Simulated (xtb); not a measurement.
C2H6Cd, charge +1, sextet, at a GFN2-xTB geometry of the parent state (such geometries of metal compounds can be far from the true shape) (a state made from the parent by changing its charge; the spin is typed, not shown lowest); GFN0-xTB (xtb 6.7.1).

Here is a job for xtb.
```
$ xtb mol.xyz --gfn 0 --chrg 1 --uhf 5 --json

# file mol.xyz
9

Cd    -0.00037268     0.00343970     0.00023157
C      1.73182186     0.27276271    -1.39398400
H      2.38256325    -0.58009537    -1.20848620
H      2.17886356     1.22547614    -1.11533101
H      1.29760715     0.27539917    -2.39231866
C     -1.72996139    -0.28993399     1.39282796
H     -2.18648018    -1.22965941     1.08664593
H     -2.37381884     0.57386956     1.23647050
H     -1.29200896    -0.32706786     2.38884011
```

### Question
Write the output that xtb gives for this input, abridged.

### Answer

```
   ID    Z sym.   atoms
    1   48 Cd     1
    2    6 C      2, 6
    3    1 H      3-5, 7-9

           -------------------------------------------------
          |                Calculation Setup                |
           -------------------------------------------------

           -------------------------------------------------
          |                 G F N 0 - x T B                 |
           -------------------------------------------------

          ...................................................
          :                      SETUP                      :
          :.................................................:
          :  # basis functions                  24          :
          :  # atomic orbitals                  24          :
          :  # shells                           18          :
          :  # electrons                        15          :
          :  electronic temp.          300.0000000     K    :
          :  accuracy                    1.0000000          :
          :  -> integral cutoff          0.2500000E+02      :
          :  -> integral neglect         0.1000000E-07      :
          ...................................................

         :::::::::::::::::::::::::::::::::::::::::::::::::::::
         ::                     SUMMARY                     ::
         :::::::::::::::::::::::::::::::::::::::::::::::::::::
         :: total energy              -6.079441547394 Eh    ::
         :: gradient norm              0.081983566222 Eh/a0 ::
         :: HOMO-LUMO gap              0.353896003044 eV    ::
         ::.................................................::
         :: H0 energy                 -7.552709142151 Eh    ::
         :: repulsion energy           0.120114129457 Eh    ::
         :: electrostat energy         1.354273825530 Eh    ::
         :: -> Gsolv                   0.000000000000 Eh    ::
         ::    -> Gsasa                0.000000000000 Eh    ::
         ::    -> Gshift               0.000000000000 Eh    ::
         :: dispersion energy         -0.001120360230 Eh    ::
         :: short-range corr.          0.000000000000 Eh    ::
         :: add. restraining           0.000000000000 Eh    ::
         :: total charge               1.000000000000 e     ::
         :::::::::::::::::::::::::::::::::::::::::::::::::::::

           -------------------------------------------------
          |                Property Printout                |
[...]
        24                          1.0919366              29.7131
      -------------------------------------------------------------
                  HL-Gap            0.0130054 Eh            0.3539 eV
             Fermi-level            0.0000000 Eh            0.0000 eV

     #   Z          covCN         q      C6AA      α(0)
     1  48 Cd       1.628     0.080   228.272    28.655
     2   6 C        3.587    -0.320    31.169     8.173
     3   1 H        0.925     0.260     0.840     1.434
     4   1 H        0.925     0.260     0.840     1.433
     5   1 H        0.925     0.260     0.840     1.433
     6   6 C        3.587    -0.320    31.169     8.173
     7   1 H        0.925     0.260     0.840     1.434
     8   1 H        0.925     0.260     0.840     1.433
     9   1 H        0.925     0.260     0.840     1.433

 Mol. C6AA /au·bohr⁶  :        999.139716
 Mol. C8AA /au·bohr⁸  :      50259.667014
 Mol. α(0) /au        :         53.600055

Wiberg/Mayer (AO) data.
largest (>0.10) Wiberg bond orders for each atom

 ---------------------------------------------------------------------------
     #   Z sym  total        # sym  WBO       # sym  WBO       # sym  WBO
 ---------------------------------------------------------------------------
     1  48 Cd   0.723 --     2 C    0.162     6 C    0.162
     2   6 C    2.722 --     3 H    0.791     4 H    0.791     5 H    0.790
                             1 Cd   0.162
     3   1 H    1.052 --     2 C    0.791
     4   1 H    1.052 --     2 C    0.791
     5   1 H    1.052 --     2 C    0.790
     6   6 C    2.722 --     7 H    0.791     8 H    0.791     9 H    0.790
                             1 Cd   0.162
     7   1 H    1.052 --     6 C    0.791
     8   1 H    1.052 --     6 C    0.791
     9   1 H    1.052 --     6 C    0.790
 ---------------------------------------------------------------------------

Topologies differ in total number of bonds
Writing topology from bond orders to xtbtopo.mol

 dipole moment from electron density (au)
     X       Y       Z
   0.0013  -0.0123  -0.0008  total (Debye):    0.032

           -------------------------------------------------
          | TOTAL ENERGY               -6.079441547394 Eh   |
          | GRADIENT NORM               0.081983566222 Eh/α |
          | HOMO-LUMO GAP               0.353896003044 eV   |
           -------------------------------------------------

normal termination of xtb
```
